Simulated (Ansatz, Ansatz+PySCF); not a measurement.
```yaml
atoms:
  - { symbol: C, position_ang: [0.7561, -0.5228, 1.1994] }
  - { symbol: Br, position_ang: [-0.2093, 0.1447, -0.3320] }
  - { symbol: H, position_ang: [0.0809, -1.1556, 1.7862] }
  - { symbol: H, position_ang: [1.6133, -1.1047, 0.8424] }
  - { symbol: H, position_ang: [1.0948, 0.3321, 1.7955] }
```

Basis set: def2-SVP (spherical functions). Left uncorrelated: 10 orbitals. Charge 0, multiplicity 3.

Computed with Ansatz (development build ahead of 0.2.0); each method stands on the lowest determinant of its kind that the runs found.

(1) Give the atomization energy at this shape (free ground-state atoms in the same class of orbitals less the molecule, no zero-point energy) of triplet CH3Br by UHF-MP2, UHF.

## Answers

(1)

| method | atomization energy |
| --- | --- |
| UHF-MP2 | 220.70 kcal/mol |
| UHF | 154.37 kcal/mol |

Caution: another spin multiplicity may lie lower; the determinant breaks the point group.
